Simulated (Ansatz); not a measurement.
The cluster Al2O3. The state is a triplet with charge 0. Geometry PBE-D4/def2-SVP; atoms count from 1.

| atom | x (Å) | y (Å) | z (Å) |
| --- | --- | --- | --- |
| Al1 | -0.435 | 0.309 | -1.459 |
| Al2 | 0.981 | 0.138 | 1.654 |
| O3 | -1.099 | 0.406 | -2.948 |
| O4 | 0.278 | 0.235 | 0.064 |
| O5 | 0.274 | -1.088 | 2.688 |

At PBE0-D4/def2-TZVP a singlet of charge 0 lies 1.47 eV below the triplet, each at its own geometry. The structure comes from a short search, and lower isomers may exist.

**Question.** Estimate the Mulliken populations from the PBE0/def2-TZVP orbitals of Ansatz.

**Answer.** 
```tsv
atom	charge (e)	spin (α − β)
Al1	0.56	0.01
Al2	0.48	0.89
O3	-0.51	0.02
O4	-0.27	0.03
O5	-0.26	1.05
```
Mulliken values and Mayer orders depend strongly on the basis.

**Question.** Where does the spin sit?

**Answer.** Summed by element: Al 0.91, O 1.09, of 2 unpaired in all. Largest on single atoms: O5 1.05, Al2 0.89, O4 0.03.

**Question.** And the Mayer bond orders between bonded heavy atoms (over 0.3)?

**Answer.** Al1–O3 2.21 (1.63 Å); Al1–O4 1.21 (1.68 Å); Al2–O4 1.10 (1.74 Å); Al2–O5 1.15 (1.75 Å).
